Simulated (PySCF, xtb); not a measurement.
Si(Br)2(Me)(NH2) (CH₅Br₂NSi), SMILES [Si](N)(C)(Br)Br.

GFN2-xTB (xtb 6.7.1) at its own geometry gives an orbital gap of 6.31 eV and a dipole moment of 6.42 D.

Geometry: PBE0-D3(BJ)/def2-SVP. The geometry has at least one imaginary mode, so it is a saddle point at that level. The structure was generated by enumeration, and PubChem lists no compound with its InChIKey, so it may never have been made. The values are those of a single conformer.

What does PBE0/def2-TZVP run with PySCF give? (An estimate is asked for; the answer gives what the named calculation found.)

gap 8.06 eV (levels -7.92 and 0.14 eV), dipole 2.01 D.
